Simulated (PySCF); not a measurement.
Ligands exchanged one at a time, Sn F-C2H5. Gas-phase values, no solvent. One relaxed conformer stands for each flexible species; it need not be the lowest. Strings in code marks are SMILES.

Method: B3LYP-D3(BJ)/def2-TZVP // PBE0-D4/def2-SVP in PySCF. All candidates: neutral, multiplicity 1. B3LYP has the VWN-RPA correlation part, as in Gaussian. Excitations are Tamm–Dancoff values on a coarser integration grid. The basis has no diffuse functions, so Rydberg states are missing or too high.

| Item | Value |
|---|---|
| S1 excitation (TDA) | 6.29 eV |
| LUMO | -4.34 eV |
| HOMO | -12.07 eV |

Problem. Identify which member has these values.
A. `C[CH2][Sn]([F])([F])[F]`
B. `C[CH2][Sn]([F])([F])[CH2]C` (C–C–Sn–F torsion 17°, F–Sn–C–C torsion 46°)
C. `[F][Sn]([F])([F])[F]`

Solution. C, `[F][Sn]([F])([F])[F]`. The others give `C[CH2][Sn]([F])([F])[CH2]C` (C–C–Sn–F torsion 17°, F–Sn–C–C torsion 46°): 6.51 eV, -0.89 eV, -7.78 eV; `C[CH2][Sn]([F])([F])[F]`: 6.67 eV, -2.34 eV, -9.31 eV
